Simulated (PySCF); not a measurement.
Values are calculated unless marked as measured or tabulated.
# ZnHO2(-)

ZnHO2(-) is a small molecule (built as: end group O-), charge -1, singlet. The structure, one conformer, was relaxed in the gas phase by PBE0-D3(BJ)/def2-SVP. Frequencies by PBE0-D3(BJ)/def2-SVP show no clear imaginary mode.

SMILES: [O-][Zn][OH]

```xyz
4

O    -1.149   -0.039   -0.605
Zn    0.516    0.306    0.121
O     2.040    0.644    0.772
H    -1.406   -0.912   -0.287
```
Atom numbers follow the order of the file, from 1.

(1) By B3LYP/def2-SVPD (TDDFT singlets, Tamm-Dancoff triplets, ionisation by delta-SCF), where does absorption start, and what does vertical ionisation take?

Results:

(1) The lowest singlet lies at 2.76 eV (f 0.016), the strongest of the first 6 at 2.83 eV (f 0.024), the lowest triplet at 2.51 eV; vertical ionisation takes 2.58 eV.

Excited states of gas-phase anions may lie above the detachment limit and hang on the basis.
